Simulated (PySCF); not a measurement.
Gas-phase reaction: In(CH₃)₃ + C₂H₄ → InCH₃ + 2 C₂H₅

Energies from PySCF, thermal terms from the rigid-rotor harmonic-oscillator model, ideal gas at 1 bar. S°(298 K) at PBE0/def2-TZVP differs from the NASA 1993 table for C₂H₅ (+9 J/mol/K); whether the harmonic model or the table's entry is off was not settled. † marks an energy on the PBE0/def2-TZVP geometry and frequencies; other levels use their own. MP2 freezes the core. Open shells (unrestricted): C₂H₅ (multiplicity 2); the rest are closed-shell singlets. In: scalar-relativistic def2 core potential, no spin-orbit coupling. Methyl groups turn as free rotors in In(CH₃)₃. InCH₃: computed as isolated molecules; such fragments, hydroxides, amides, oligomers or adducts are transient or little studied in the gas. MP2 isn't extrapolated to the basis-set limit; its ΔH°(298 K) is 262.6 kJ in def2-SVP and 289.8 kJ in def2-TZVPP. The harmonic model lacks anharmonicity and excited electronic states, which grow with temperature; levels with a mode under 35 cm⁻¹ are left out. Internal rotation in C₂H₅ is treated as a harmonic vibration of one conformer, which makes the entropy rough. Soft modes under 120 cm⁻¹ make the harmonic entropy rough for In(CH₃)₃.

```tsv
level	ΔE electronic, kJ	ΔH°(298 K), kJ	ΔS°(298 K), J/K	ΔG°(2000 K), kJ
BLYP/def2-TZVP†	225	219	182	-145
HF/def2-TZVP†	131	125	182	-239
MP2/def2-SVP†	269	263	182	-101
PBE/def2-SVP	233	226	180	-133
PBE/def2-TZVP†	247	240	182	-123
PBE0/def2-SVP†	225	218	182	-146
LDA/def2-TZVP†	310	303	182	-61
ωB97X-V/def2-TZVP†	275	268	182	-96
```
ΔH° is lowest at HF/def2-TZVP† and highest at LDA/def2-TZVP†. No reference value is set beside these.
